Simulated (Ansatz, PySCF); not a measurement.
GeO3, SMILES [Ge]1([O][O]1)=[O]. Atoms are numbered in the order given.

```xyz
4

Ge     0.0000     0.0000     0.2148
O      0.0000     0.0000     1.8318
O      0.0000     0.7987    -1.3504
O      0.0000    -0.7987    -1.3504
```

Coordinates come from a PBE0-D3(BJ)/def2-SVP optimisation.

Two levels are set side by side: PBE-D3(BJ)/def2-SVP (Ansatz, a quantum-chemistry and plane-wave program) and PBE0-D3(BJ)/def2-SVP (Ansatz). Each level has its own optimised geometry; the coordinates shown are those of the second. Frequencies come from the Hessian of PySCF at each geometry. Differences are taken from unrounded values.

| quantity | PBE0-D3(BJ) |
|---|---|
| mean bond length (Å) | 1.710 |
| bond Ge1–O2 (Å) | 1.617 |
| bond Ge1–O3 (Å) | 1.757 |
| bond Ge1–O4 (Å) | 1.757 |
| highest harmonic wavenumber (cm⁻¹) | 1048 |
| mean harmonic wavenumber (cm⁻¹) | 595 |
| zero-point energy (kcal/mol) | 5.10 |

Question: What does PBE-D3(BJ) give, and how far is it from PBE0-D3(BJ)? (An estimate is asked for; the answer gives what the named calculation found.)

Answer: 
```
quantity                            PBE-D3(BJ)  PBE-D3(BJ) minus PBE0-D3(BJ)
----------------------------------  ----------  ----------------------------
mean bond length (Å)                     1.737                         0.027
bond Ge1–O2 (Å)                          1.639                         0.022
bond Ge1–O3 (Å)                          1.786                         0.029
bond Ge1–O4 (Å)                          1.786                         0.029
highest harmonic wavenumber (cm⁻¹)         991                           -57
mean harmonic wavenumber (cm⁻¹)            553                           -42
zero-point energy (kcal/mol)              4.74                         -0.36
```

GGA bonds tend to be longer and softer than those of functionals with exact exchange. Differences between two approximate levels are no errors against the true value.
